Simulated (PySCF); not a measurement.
trans-Si(NH3)2Cl4.
Bonds: Si1–N2, Si1–N6, Si1–Cl10, Si1–Cl11, Si1–Cl12, Si1–Cl13. Hydrogens: H3, H4, H5 on N2; H7, H8, H9 on N6.

Computed with PBE0-D3(BJ)/def2-SVP geometry optimisation, gas phase in PySCF 2.14.0.

Question: What internal coordinates does the optimisation give?

Answer: 
| bond | length (Å) |
| --- | --- |
| Si1–N2, Si1–N6 | 1.955 |
| Si1–Cl10 and 3 like bonds | 2.183 |
| N2–H3 and 5 like bonds | 1.023 |

Bonds in one row agree within 0.01 Å and their mean is given. A selection of angles:
| angle | degrees |
| --- | --- |
| N2–Si1–N6 | 179.9 |
| N2–Si1–Cl10 | 90.9 |
| N2–Si1–Cl11 | 89.1 |
| Cl10–Si1–Cl11 | 179.9 |
| Cl10–Si1–Cl12 | 89.9 |
| Si1–N2–H3 | 109.1 |
| H3–N2–H4 | 109.6 |

All 4 Cl–Si bonds measure 2.182 to 2.184 Å. Si1 (silicon bonded to 4 Cl and 2 N) is octahedral (the three widest angles are 179.9°, 179.9° and 179.9°, the others run from 89.1° to 90.9°). N2 (nitrogen bonded to Si and 3 H) is tetrahedral (angles from 108.9° to 110.1°).

Point group: C2h (every atom within 0.08 Å of its image). No PBE0-D3(BJ)/def2-SVP frequencies stand behind this structure, so it isn't proved a minimum.
